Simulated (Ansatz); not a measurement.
Consider the formal exchange of groups at the Al–C bond: `B[C](=C)[AlH2]` + `CN[SiH3]` → `CN[SiH2][AlH2]` + `BC=C`.

Calculated with Ansatz (gas phase, PBE0-D4/def2-TZVP geometries, no zero-point term in ΔE). CCSD(T)/CBS adds triple-zeta CCSD(T) − MP2 to the extrapolated MP2 energy (def2 sets, frozen cores). Functionals use def2-TZVPP. Each species was taken in one conformer, which may not be the lowest.

CCSD(T)/CBS gives +13.8 kJ/mol.

(1) Another level gave +19.4 kJ/mol. Which?
A. ωB97X-V/def2-TZVPP
B. ωB97M-V/def2-TZVPP
C. PBE0/def2-TZVPP
D. r2SCAN-D4/def2-TZVPP

Largest T1 diagnostic among the species: 0.011.

Results:

(1) B. ωB97M-V 19.4, r2SCAN-D4 8.5, ωB97X-V 12.6, PBE0 2.4 kJ/mol.

From PBE to PBE0 (25 % exact exchange), in def2-TZVPP and without D4, ΔE moves by +4.7 kJ/mol.
